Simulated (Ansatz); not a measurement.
Cu₂I₃, relaxed as a doublet with UKS B3LYP-D4/def2-SVP in Ansatz, starting from the GFN1-xTB geometry. Force threshold 0.02 eV/Å.

In the def2 sets I takes a core potential; there is no spin–orbit coupling. Another isomer (doublet) lies 0.47 eV lower at PBE0-D4/def2-TZVP; other spin states weren't run for this one.

Start:

```csv
atom,x (Å),y (Å),z (Å)
Cu1,0.8171,-0.8904,0.0280
Cu2,-0.8299,0.8783,-0.0518
I3,0.1444,0.0291,-2.3648
I4,-1.5482,-1.3902,1.1199
I5,1.4166,1.3732,1.2687
```

(1) Estimate the energy that the relaxation releases and the steps that it takes.

(2) Does the start keep its bonding and symmetry?

(3) Predict the relaxed structure.

## Answers

(1) 4.1 kJ/mol, in 6 steps; 29 s on 4 threads of Intel Xeon 6975P-C on a shared host. No frequencies were taken in this run, so the end may be a saddle point.

(2) By distances, no bond broke or formed. The bond that changes most is Cu1–I3, from 2.65 to 2.64 Å (atoms count from 1). Point group Cs at the start, C2v at the end, both within 0.05 Å; within 0.015 Å the end is Cs.

(3) 
```xyz
5

Cu    0.819   -0.873   -0.050
Cu   -0.808    0.876   -0.128
I     0.133    0.015   -2.439
I    -1.474   -1.317    1.220
I     1.329    1.299    1.396
```
Bond lengths (bridged metal pairs left out): 6 × Cu–I 2.64 to 2.66 Å.
